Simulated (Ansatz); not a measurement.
Molecule: C$_{2}$H$_{7}$O$_{2}$Si, charge -1, multiplicity 1. It need not be the lowest isomer of its formula. Whether it binds its extra electron was not tested at this geometry. SMILES: C[Si](C)([O-])O
Geometry from a B3LYP-D3(BJ)/def2-TZVP (Ansatz, an electronic-structure program) optimisation:
```
Si
O 1 1.5539
O 1 1.7129 2 114.22
H 3 0.9613 1 111.68 2 180.00
C 1 1.9191 2 115.56 3 -119.33
H 5 1.0942 1 109.72 2 58.06
H 5 1.0947 6 107.60 1 120.46
H 5 1.0976 6 107.88 7 115.85
C 1 1.9191 2 115.56 3 119.33
H 9 1.0942 1 109.72 2 -58.06
H 9 1.0947 10 107.60 1 -120.46
H 9 1.0976 10 107.88 11 -115.85
```
Charge -1, spin multiplicity 1.

Parts of the frozen-core correlation energy in aug-cc-pV(Q+d)Z (Ansatz, hartree). Frozen orbitals: 9; correlated occupied orbitals by spin: 16 and 16; virtual: 706 and 706. No spin-orbit coupling. Non-relativistic.

| term | value |
|---|---|
| reference (HF) | -518.71919 |
| MP2 opposite-spin | -0.81791 |
| MP2 same-spin | (withheld) |
| CCSD correlation | (withheld) |
| (T) | (withheld) |
| T1 diagnostic | 0.013 |
| largest doubles amplitude | 0.010 |

Task: Some entries are withheld; supply them.

Result: 
- MP2 same-spin, value: -0.24785
- CCSD correlation, value: -1.08324
- (T), value: -0.04594
